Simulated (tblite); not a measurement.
C5H10GeO2S.
Numbering: `[O:1]=[S@@:2]1[CH:3]=[CH:4][C@@H:5]([O:6][GeH3:7])[CH2:8][CH2:9]1` (hydrogens: H10 on C3; H11 on C4; H12 on C5; H13, H14, H15 on Ge7; H16, H17 on C8; H18, H19 on C9)

Computed with GFN2-xTB (tblite), gas phase: L-BFGS steps from a force-field or distance-geometry start until the largest atomic force falls under 0.01 eV/Å.

The end geometry, which sets the zero of energy:
```
atom  x, y, z in Å
O1     -3.2700    1.2482    1.2716
S2     -1.9925    0.5394    1.3583
C3     -0.7851    1.6517    0.5808
C4      0.0929    1.3282   -0.3497
C5      0.2743   -0.0302   -0.9644
O6      1.6408   -0.3555   -1.0741
Ge7     2.7971   -0.5237    0.2308
C8     -0.5107   -1.1082   -0.2193
C9     -1.9536   -0.6995   -0.0198
H10    -0.8680    2.6556    0.9685
H11     0.7751    2.0731   -0.7456
H12    -0.0885    0.0243   -2.0047
H13     2.7317    0.6689    1.1423
H14     2.5380   -1.7836    1.0116
H15     4.0501   -0.5993   -0.5648
H16    -0.4370   -2.0448   -0.7767
H17    -0.0385   -1.2594    0.7580
H18    -2.3915   -0.2380   -0.9032
H19    -2.5744   -1.5381    0.2929
```

Problem. These geometries come from the run, each turned onto the end geometry. Order them by energy, lowest first.
A.
```
atom  x, y, z in Å
O1     -3.1666    1.0729    1.5288
S2     -1.9160    0.3214    1.4252
C3     -0.7204    1.4900    0.7198
C4      0.1291    1.2363   -0.2591
C5      0.2826   -0.0651   -0.9904
O6      1.6320   -0.4799   -1.0315
Ge7     2.8035   -0.2991    0.2622
C8     -0.5922   -1.1753   -0.4034
C9     -2.0009   -0.7027   -0.1174
H10    -0.7805    2.4583    1.1922
H11     0.8040    2.0113   -0.6064
H12    -0.0058    0.1036   -2.0413
H13     3.3852    1.0858    0.2271
H14     2.1607   -0.5457    1.5996
H15     3.7869   -1.3451   -0.1256
H16    -0.5907   -2.0211   -1.0934
H17    -0.1288   -1.5115    0.5292
H18    -2.4204   -0.0898   -0.9132
H19    -2.6716   -1.5351    0.0902
```
B.
```
atom  x, y, z in Å
O1     -3.2688    1.2244    1.3041
S2     -1.9904    0.5139    1.3728
C3     -0.7894    1.6333    0.5987
C4      0.0826    1.3162   -0.3397
C5      0.2751   -0.0379   -0.9602
O6      1.6434   -0.3616   -1.0575
Ge7     2.8159   -0.4956    0.2375
C8     -0.5229   -1.1229   -0.2398
C9     -1.9589   -0.6912   -0.0319
H10    -0.8781    2.6377    0.9839
H11     0.7591    2.0654   -0.7357
H12    -0.0765    0.0194   -2.0041
H13     2.8383    0.7614    1.0721
H14     2.5182   -1.6822    1.1246
H15     4.0450   -0.7001   -0.5823
H16    -0.4692   -2.0437   -0.8249
H17    -0.0502   -1.3129    0.7292
H18    -2.3780   -0.1921   -0.9040
H19    -2.6049   -1.5221    0.2498
```
C.
```
atom  x, y, z in Å
O1     -3.7023    1.3014    0.4810
S2     -2.5306    0.6117    1.0174
C3     -1.1260    1.7554    0.7787
C4      0.0690    1.3820    0.3656
C5      0.4264    0.0017   -0.1007
O6      1.6407   -0.3996    0.4941
Ge7     3.0585   -0.6334   -0.5001
C8     -0.6069   -1.0797    0.1808
C9     -2.0006   -0.6618   -0.2419
H10    -1.2879    2.7721    1.1371
H11     0.9064    2.0897    0.3351
H12     0.5717    0.0747   -1.1962
H13     2.5762   -0.8265   -1.9083
H14     3.9025    0.5810   -0.3587
H15     3.7137   -1.8567    0.0132
H16    -0.3029   -1.9979   -0.3428
H17    -0.6040   -1.2878    1.2562
H18    -2.0158   -0.3213   -1.2843
H19    -2.6980   -1.4959   -0.1338
```
D.
```
atom  x, y, z in Å
O1     -3.1983    1.1534    1.4322
S2     -1.9477    0.3947    1.3987
C3     -0.7349    1.5389    0.6789
C4      0.1173    1.2619   -0.2902
C5      0.2762   -0.0645   -0.9738
O6      1.6299   -0.4569   -1.0339
Ge7     2.8158   -0.3748    0.2553
C8     -0.5777   -1.1606   -0.3358
C9     -1.9979   -0.6938   -0.0986
H10    -0.7969    2.5175    1.1306
H11     0.7932    2.0300   -0.6547
H12    -0.0364    0.0590   -2.0224
H13     3.1045    1.0576    0.6044
H14     2.3443   -1.1035    1.4840
H15     3.9521   -1.0403   -0.4288
H16    -0.5498   -2.0413   -0.9812
H17    -0.1245   -1.4293    0.6250
H18    -2.4115   -0.1161   -0.9245
H19    -2.6676   -1.5228    0.1272
```
E.
```
atom  x, y, z in Å
O1     -3.6224    1.4498    0.4823
S2     -2.5638    0.6221    1.0657
C3     -1.0508    1.6112    0.8763
C4      0.0886    1.2138    0.3440
C5      0.3699   -0.1390   -0.2401
O6      1.5997   -0.6320    0.2538
Ge7     3.1919   -0.4473   -0.4406
C8     -0.7155   -1.1629    0.0923
C9     -2.1028   -0.6399   -0.2122
H10    -1.1873    2.6117    1.2589
H11     0.9372    1.8895    0.2912
H12     0.4279   -0.0183   -1.3368
H13     3.1414   -0.8955   -1.8757
H14     3.6686    0.9781   -0.3545
H15     3.9778   -1.3474    0.4425
H16    -0.5120   -2.0721   -0.4773
H17    -0.6401   -1.4137    1.1528
H18    -2.1738   -0.1632   -1.1884
H19    -2.8443   -1.4357   -0.1417
```

Solution. B (0.004 eV), D (0.013 eV), A (0.025 eV), E (0.074 eV), C (0.228 eV).

In the order of the answer:

```csv
step,E above end (eV),largest force (eV/Å),rms force component (eV/Å),rms distance from end (Å),rms bond change (Å),bond most changed (Å)
257,0.004,0.09,0.026,0.064,0.003,Ge7–H13 +0.007
237,0.013,0.07,0.021,0.317,0.001,Ge7–H15 -0.002
218,0.025,0.04,0.014,0.518,0.001,C5–O6 +0.003
64,0.074,0.07,0.020,1.302,0.002,C5–O6 +0.005
5,0.228,0.47,0.151,1.311,0.008,Ge7–H14 -0.019
```
